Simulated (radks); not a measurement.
Q: The mean radii <r> (bohr) of the occupied orbitals of an atom or ion are listed with their occupations. Method: scalar-relativistic Kohn-Sham, Slater X-alpha with alpha = 0.767, spin-polarised, spherical densities, finite nucleus; Fermi nuclear charge, rms radius of each element as measured or else 0.836 A^(1/3) + 0.57 fm; computed with a radial shooting solver on a logarithmic mesh with Libxc functionals.

| orbital | occ. | <r> |
|---|---|---|
| 1s up | 1 | 0.02191 |
| 1s down | 1 | 0.02191 |
| 2s up | 1 | 0.09324 |
| 2s down | 1 | 0.09324 |
| 2p up | 3 | 0.08228 |
| 2p down | 3 | 0.08228 |
| 3s up | 1 | 0.2443 |
| 3s down | 1 | 0.2441 |
| 3p up | 3 | 0.2428 |
| 3p down | 3 | 0.2425 |
| 3d up | 5 | 0.2208 |
| 3d down | 5 | 0.2204 |
| 4s up | 1 | 0.5520 |
| 4s down | 1 | 0.5520 |
| 4p up | 3 | 0.5839 |
| 4p down | 3 | 0.5841 |
| 4d up | 5 | 0.6334 |
| 4d down | 5 | 0.6346 |
| 5s up | 1 | 1.318 |
| 5s down | 1 | 1.339 |
| 5p up | 3 | 1.539 |
| 5p down | 3 | 1.566 |
| 4f up | 7 | 0.8357 |
| 6s up | 1 | 3.539 |
| 5d up | 1 | 2.480 |

Name the element and its charge. Open shells, if any, are filled with parallel spins first.

A: Z = 64, gadolinium, charge +1: Gd+ in [Xe] 4f7 5d1 6s1. The 1s radius gives Z: for a bare nucleus <r> = (2 gamma + 1)/(2Z) with gamma = sqrt(1 - (Z/c)^2), 0.02163 bohr for Z = 64, and screening makes it slightly larger (0.02191 here). The occupations add up to 63, and the charge is Z minus that.
